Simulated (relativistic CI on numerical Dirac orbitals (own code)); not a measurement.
# Co3+ in a cubic cluster: 3s photoemission with charge transfer

Computed with a charge-transfer multiplet model of a cubic metal-ligand cluster with up to 3 ligand holes, Slater and spin-orbit integrals from Dirac-Coulomb-Breit ions, Slater integrals scaled by 0.7. The parameters are those of a tetrahedral site (10Dq negative, t2 hopping the larger). The ground state mixes d6 with configurations of k ligand holes L, whose averages lie at kΔ + k(k − 1)U_dd/2; a core hole lowers each added d electron by U_cd. 20 K, Lorentzian 1.4 eV and Gaussian 0.8 eV FWHM.

Atomic integrals in eV (Slater integrals scaled, ζ unscaled), ground: F2dd 8.824, F4dd 5.512, zeta_d 0.071; with the core hole: F2dd 9.540, F4dd 5.992, zeta_d 0.081, G2cd 9.443.

Cluster parameters (eV): U_dd = 6.7, U_cd = 7.7, 10Dq = -0.4, 10Dq(ligand) = 0, V(eg) = 1.12, V(t2g) = -1.91, final-state hopping factor = 0.9.

| Case | n_d | d6 | d7L | d8L2 | d9L3 | S |
| --- | --- | --- | --- | --- | --- | --- |
| Δ = -0.6 eV | 6.64 | 0.43 | 0.50 | 0.07 | 0.00 | 1.99 |
| Δ = 1.4 eV | 6.42 | 0.61 | 0.36 | 0.03 | 0.00 | 1.99 |
| Δ = 2.4 eV | 6.33 | 0.69 | 0.29 | 0.02 | 0.00 | 2.00 |
| Δ = 3.4 eV | 6.27 | 0.75 | 0.24 | 0.01 | 0.00 | 2.00 |
| Δ = 4.4 eV | 6.21 | 0.79 | 0.20 | 0.01 | 0.00 | 2.00 |

Weights, n_d and S are thermal averages at 20 K. Binding energies count from the first peak over 30 % of the highest in each spectrum, which can be another peak from case to case. The parameters are a model scan and need not match a compound or its usual spin state. Peaks in eV (height, largest 100):
- Δ = -0.6 eV: 0.0 (100), 6.4 (57), 12.0 (36), 18.0 (7), 21.0 (14)
- Δ = 1.4 eV: 0.0 (100), 6.6 (59), 12.8 (25), 18.5 (19)
- Δ = 2.4 eV: 0.0 (100), 6.5 (60), 13.2 (25), 17.6 (17)
- Δ = 3.4 eV: 0.0 (100), 6.3 (52), 13.6 (27), 17.4 (12)
- Δ = 4.4 eV: 0.0 (100), 6.1 (40), 7.6 (43), 13.9 (29)

For the case Δ = 1.4 eV, Δ = 1.4 eV is smaller than U_dd = 6.7 eV, the charge-transfer side of the Zaanen-Sawatzky-Allen scheme. With the core hole the configuration with one ligand hole lies at Δ − U_cd = -8.3, -6.3, -5.3, -4.3, -3.3 eV from the one without, in the order of the table; where this is negative the screened configuration lies lower, though the effective hopping of about 3.0 eV (from the holes of the mixed ground state) mixes the two strongly wherever it is as large as the gap.

Without intra-shell correlation the exchange splitting of the 3s hole comes out too large.
